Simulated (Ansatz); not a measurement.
Program: Ansatz. Geometries: PBE0-D4/def2-TZVP. ΔE: electronic, gas phase. CBS: MP2 limit from def2 TZ/QZ plus the TZ coupled-cluster correction, frozen cores. DFT in def2-TZVPP. B3LYP here is the variant with VWN-RPA as its local correlation; programs differ in this. For Sc outer-core shells are correlated without core-valence functions, which leaves a few kJ/mol of doubt a bond. Scalar relativity is left out up to krypton. One conformer a species, not always the lowest.

`[CH3][Sc]([CH3])[Cl]` + `COC#CO[SiH3]` → `[CH3][Sc]([Cl])[O][SiH3]` + `CC#COC`  (formal exchange of groups at the Sc–C bond)

```csv
level,ΔE (kJ/mol),difference from CCSD(T)/CBS
PBE-D4,-299.2,18.5
r2SCAN-D4,-310.8,6.9
PBE0-D4,-303.6,14.1
B3LYP-D4,-309.9,7.8
ωB97X-V,-308.7,9.0
ωB97M-V,-307.6,10.1
B2PLYP,-318.8,-1.1
PBE,-299.3,18.4
r2SCAN,-310.8,6.9
PBE0,-303.6,14.1
B3LYP,-310.0,7.7
HF/def2-TZVPP,-322.6,-4.9
MP2/def2-TZVPP,-326.8,-9.1
SCS-MP2/def2-TZVPP,-325.0,-7.3
CCSD/def2-TZVPP,-318.8,-1.1
CCSD(T)/def2-TZVPP,-318.7,-1.0
HF/def2-QZVPP,-323.0,-5.3
MP2/def2-QZVPP,-326.3,-8.6
SCS-MP2/def2-QZVPP,-324.8,-7.1
HF/CBS(def2),-323.0,-5.3
MP2/CBS(def2),-325.7,-8.0
CCSD/CBS(def2),-317.7,0.0
CCSD(T)/CBS,-317.7,0
```

Largest T1 diagnostic among the species: 0.014.

From PBE to PBE0 (25 % exact exchange), in def2-TZVPP and without D4, ΔE moves by −4.3 kJ/mol.
